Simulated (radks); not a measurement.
The silicon ion Si2+, [Ne] 3s2. Method: non-relativistic Kohn-Sham, exchange-only LDA, spin-polarised, spherical densities, point nucleus; computed with a radial shooting solver on a logarithmic mesh with Libxc functionals. Every spin shell is full or empty, so the densities are truly spherical. Functionals are evaluated on that one density, not self-consistently. Rank these exchange functionals by their error against the exact value of the orbitals, and give that value: LDA, PBE, PBEsol, revPBE, PW91, AM05, EV93, APBE, revTPSS, SCAN.

Answer. Exact: -19.6784 hartree. From best to worst, with 100 (|E| - |E exact|)/|E exact| (equal figures are ties): PW91 -0.02, revPBE +0.03, SCAN +0.29, revTPSS -0.31, PBE -0.44, APBE +0.76, EV93 +1.63, PBEsol -3.55, AM05 -7.19, LDA -8.30.
